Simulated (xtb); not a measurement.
Input file for xtb: GFN1-xTB on HfP, 2S+1 = 2, a spin state set in the input, which need not be the lowest, a point of a bond scan (R = 2.095 Å).

```
$ xtb mol.xyz --gfn 1 --sp --chrg 0 --uhf 1
2

Hf     0.00000000     0.00000000     0.00000000
P      0.00000000     0.00000000     2.09493200
```

Program output:

```
[...]
           -------------------------------------------------
          |                Calculation Setup                |
           -------------------------------------------------



           -------------------------------------------------
          |                 G F N 1 - x T B                 |
           -------------------------------------------------

        Reference                      10.1021/acs.jctc.7b00118
      * Hamiltonian:
        H0-scaling (s, p, d)           1.850000    2.250000    2.000000
        zeta-weighting                 0.000000
      * Dispersion:
        s8                             2.400000
        a1                             0.630000
        a2                             5.000000
        s9                             0.000000
      * Repulsion:
        kExp                           1.500000
        rExp                           1.000000
      * Coulomb:
        alpha                          2.000000
        third order                    atomic
        anisotropic                    false
      * Halogen bond correction:
        rad-scale                      1.300000
        damping                        0.440000


          ...................................................
          :                      SETUP                      :
          :.................................................:
          :  # basis functions                  20          :
          :  # atomic orbitals                  18          :
          :  # shells                            6          :
          :  # electrons                         9          :
          :  # halogen bonds                     0          :
          :  max. iterations                   250          :
          :  Hamiltonian                  GFN1-xTB          :
          :  restarted?                      false          :
          :  GBSA solvation                  false          :
          :  PC potential                    false          :
          :  electronic temp.          300.0000000     K    :
          :  accuracy                    1.0000000          :
          :  -> integral cutoff          0.2500000E+02      :
          :  -> integral neglect         0.1000000E-07      :
          :  -> SCF convergence          0.1000000E-05 Eh   :
          :  -> wf. convergence          0.2000000E-04 e    :
          :  Broyden damping             0.4000000          :
          :  net charge                          0          :
          :  unpaired electrons                  1          :
          ...................................................

 iter      E             dE          RMSdq      gap      omega  full diag
   1     -1.9553471 -0.195535E+01  0.196E+01    0.09       0.0  T
   2     -1.4038961  0.551451E+00  0.299E+01    0.12       1.0  T
   3     -3.4732931 -0.206940E+01  0.126E+01    0.38       1.0  T
   4     -3.4745924 -0.129937E-02  0.107E+01    0.38       1.0  T
   5     -3.5920583 -0.117466E+00  0.443E+00    0.27       1.0  T
   6     -3.5926523 -0.594000E-03  0.443E+00    0.27       1.0  T
   7     -3.6016908 -0.903854E-02  0.162E+00    0.31       1.0  T
   8     -3.6042748 -0.258397E-02  0.111E-01    0.30       1.0  T
   9     -3.6042124  0.624135E-04  0.236E-01    0.30       1.0  T
  10     -3.6042748 -0.624112E-04  0.218E-02    0.30       3.2  T
  11     -3.6042750 -0.206955E-06  0.606E-03    0.30      11.7  T
  12     -3.6042750 -0.385087E-07  0.769E-05    0.30     919.7  T
  13     -3.6042750  0.451283E-11  0.687E-05    0.30    1028.9  T

   *** convergence criteria satisfied after 13 iterations ***

         #    Occupation            Energy/Eh            Energy/eV
      -------------------------------------------------------------
         1        2.0000           -0.6108184             -16.6212
         2        2.0000           -0.3171876              -8.6311
         3        2.0000           -0.2865070              -7.7963
         4        2.0000           -0.2865070              -7.7963
         5        0.9953           -0.2181426              -5.9360 (HOMO)
         6        0.0023           -0.2072905              -5.6407 (LUMO)
         7        0.0023           -0.2072905              -5.6407
         8        0.0000           -0.1996518              -5.4328
         9        0.0000           -0.1996518              -5.4328
        10                         -0.1249593              -3.4003
       ...                                ...                  ...
        18                          0.9433931              25.6710
      -------------------------------------------------------------
                  HL-Gap            0.0108521 Eh            0.2953 eV
             Fermi-level           -0.2326859 Eh           -6.3317 eV

 SCC (total)                   0 d,  0 h,  0 min,  0.002 sec
 SCC setup                      ...        0 min,  0.000 sec (  3.375%)
 Dispersion                     ...        0 min,  0.000 sec (  1.843%)
 classical contributions        ...        0 min,  0.000 sec (  0.810%)
 integral evaluation            ...        0 min,  0.001 sec ( 22.899%)
 iterations                     ...        0 min,  0.001 sec ( 47.214%)
 molecular gradient             ...        0 min,  0.000 sec ( 19.151%)
 printout                       ...        0 min,  0.000 sec (  4.366%)

         :::::::::::::::::::::::::::::::::::::::::::::::::::::
         ::                     SUMMARY                     ::
         :::::::::::::::::::::::::::::::::::::::::::::::::::::
         :: total energy              -3.489316566819 Eh    ::
         :: gradient norm              0.350349216568 Eh/a0 ::
         :: HOMO-LUMO gap              0.295300171748 eV    ::
         ::.................................................::
         :: SCC energy                -3.604275019748 Eh    ::
         :: -> electrostatic           0.031686782266 Eh    ::
         :: repulsion energy           0.115479139877 Eh    ::
         :: dispersion energy         -0.000520686948 Eh    ::
         :: halogen bond corr.         0.000000000000 Eh    ::
         :: add. restraining           0.000000000000 Eh    ::
         :: total charge              -0.000000000000 e     ::
         :::::::::::::::::::::::::::::::::::::::::::::::::::::

           -------------------------------------------------
          |                Property Printout                |
           -------------------------------------------------

    * Orbital Energies and Occupations

         #    Occupation            Energy/Eh            Energy/eV
      -------------------------------------------------------------
         1        2.0000           -0.6108184             -16.6212
         2        2.0000           -0.3171876              -8.6311
         3        2.0000           -0.2865070              -7.7963
         4        2.0000           -0.2865070              -7.7963
         5        0.9953           -0.2181426              -5.9360 (HOMO)
         6        0.0023           -0.2072905              -5.6407 (LUMO)
         7        0.0023           -0.2072905              -5.6407
         8        0.0000           -0.1996518              -5.4328
         9        0.0000           -0.1996518              -5.4328
        10                         -0.1249593              -3.4003
        11                         -0.0557241              -1.5163
        12                         -0.0557241              -1.5163
        13                          0.1049799               2.8566
        14                          0.1049799               2.8566
        15                          0.1286488               3.5007
        16                          0.1896839               5.1616
       ...                                ...                  ...
Note: The following floating-point exceptions are signalling: IEEE_UNDERFLOW_FLAG IEEE_DENORMAL
normal termination of xtb
        18                          0.9433931              25.6710
      -------------------------------------------------------------
                  HL-Gap            0.0108521 Eh            0.2953 eV
             Fermi-level           -0.2326859 Eh           -6.3317 eV

  Mulliken/CM5 charges         n(s)   n(p)   n(d)
     1Hf    0.43236  0.79616   1.120  1.272  1.175
     2P    -0.43236 -0.79616   1.644  3.825 -0.037

Wiberg/Mayer (AO) data.
largest (>0.10) Wiberg bond orders for each atom

 ---------------------------------------------------------------------------
     #   Z sym  total        # sym  WBO       # sym  WBO       # sym  WBO
 ---------------------------------------------------------------------------
     1  72 Hf   3.313 --     2 P    3.313
     2  15 P    3.313 --     1 Hf   3.313
 ---------------------------------------------------------------------------

Topologies differ in total number of bonds
Writing topology from bond orders to xtbtopo.mol

 dipole moment from electron density (au)
     X       Y       Z
   0.0000   0.0000  -4.2854  total (Debye):   10.892


           -------------------------------------------------
          | TOTAL ENERGY               -3.489316566819 Eh   |
          | GRADIENT NORM               0.350349216568 Eh/α |
          | HOMO-LUMO GAP               0.295300171748 eV   |
           -------------------------------------------------

------------------------------------------------------------------------
------------------------------------------------------------------------
 total:
 SCF:
```

The run finished.

Cost: around 0.03 core-seconds (rough).
